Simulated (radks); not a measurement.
Numerical settings for neutral chromium, [Ar] 3d5 4s1. Method: non-relativistic Kohn-Sham, BLYP, spin-polarised, spherical densities, point nucleus; open shells are filled with parallel spins first; computed with a radial shooting solver on a logarithmic mesh with Libxc functionals. The defaults (mesh step 0.008 in ln r, mesh end at 40 bohr or more with all orbitals vanishing there, Anderson mixing 0.5 over 9 steps, residual threshold near 1e-9 with the energy settled to 1e-9 hartree or 1e-11 of itself, here a cap of 65 iterations) give E = -1044.4992 hartree and 3d at -3.574 eV in 15 iterations. Run on one thread of a shared host, so times are rough (Arm Neoverse V2): 0.12 s of CPU time, 0.12 s wall, 15 iterations on 2669 mesh points. Changes against that run (0 stands for a change within the tolerance of the run):

setting	iterations	converged	E (mhartree)	e(3d) (meV)	CPU (s)
mesh step in ln r 0.003	15	yes	0	0	0.31
mesh step in ln r 0.012	15	yes	0	0	0.09
mesh step in ln r 0.02	15	yes	0	0	0.06
mesh end (bohr) 20	15	yes	0	+0.00364	0.12
mesh end (bohr) 12	16	yes	+0.0655	+8.06	0.12
residual threshold 0.001	11	yes	0	-0.0806	0.1
residual threshold 0.01	11	yes	0	-0.0806	0.1
mixing 2.5	15	yes	0	0	0.13
linear mixing, mixing 0.5	62	yes	0	0	0.37
linear mixing, mixing 0.2	65	no	0	0	0.39
mixing history 20	20	yes	0	0	0.16
iteration cap 5	5	no	+2.76	-561	0.05

No run marked as converged misses the energy by more than 1 mhartree. A mesh that ends early acts as a hard wall.
